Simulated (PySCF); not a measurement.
**Mn²⁺ (manganese, charge +2) across methods**

[Ar] 3d4 4p1, one real determinant (an excited configuration). Calculation: PySCF 2.14, in ANO-RCC-VTZP; the spin-free X2C one-electron Hamiltonian (Gaussian nucleus).

| method | E (hartree) | mean ε 3p β (eV) | mean ε 3d α (eV) | mean ε 4p α (eV) | Σ⟨r²⟩ (bohr²) | ⟨S²⟩ |
| --- | --- | --- | --- | --- | --- | --- |
| MN15 | -1157.836 | -81.829 | -36.269 | -18.237 | 23.22 | 8.750 |
| PBEsol | -1155.808 | -77.179 | -33.021 | -17.248 | 23.20 | 8.750 |
| PBE | -1156.954 | -77.283 | -33.058 | -17.274 | 23.24 | 8.750 |
| M06-2X | -1157.209 | -83.560 | -38.389 | -18.583 | 23.37 | 8.751 |
| LDA | -1154.731 | -77.350 | -33.178 | -17.344 | 23.14 | 8.750 |
| r2SCAN | -1157.171 | -78.183 | -33.691 | -17.328 | 23.28 | 8.751 |
| PBE0 | -1156.991 | -80.420 | -35.823 | -17.917 | 23.32 | 8.751 |
| UHF | -1156.13413 | -88.226 | -43.349 | -19.404 | 23.83 | 8.752 |

⟨L²⟩ = 8.01 against 12 for a pure F term, so this real determinant mixes terms.
